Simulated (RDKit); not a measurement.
Input file for RDKit: MMFF94 on C2H2F2 (SMILES F/C=C/F).

```python
from rdkit import Chem
from rdkit.Chem import AllChem, rdDetermineBonds

blocks = [
'''6

F     1.62351633   -0.70891673    0.01795984
C     0.62967781    0.19717052   -0.01104383
C    -0.62967781   -0.19717052    0.01104383
F    -1.62351633    0.70891673   -0.01795984
H     0.96212416    1.22459259   -0.05209506
H    -0.96212416   -1.22459259    0.05209506
''',
]
mol = None
for b in blocks:
    f = Chem.MolFromXYZBlock(b)
    rdDetermineBonds.DetermineBonds(f, charge=0)
    mol = f if mol is None else Chem.CombineMols(mol, f)
Chem.SanitizeMol(mol)
print(Chem.MolToSmiles(Chem.RemoveHs(mol)))
ff = AllChem.MMFFGetMoleculeForceField(mol, AllChem.MMFFGetMoleculeProperties(mol), nonBondedThresh=100.0, ignoreInterfragInteractions=False)
e = ff.CalcEnergy()
print(f'MMFF94 energy {e:.6f} kcal/mol')
```

The log:

```
F/C=C/F
MMFF94 energy 0.898210 kcal/mol
```

The run finished.

Cost: very roughly 0.03 core-seconds.
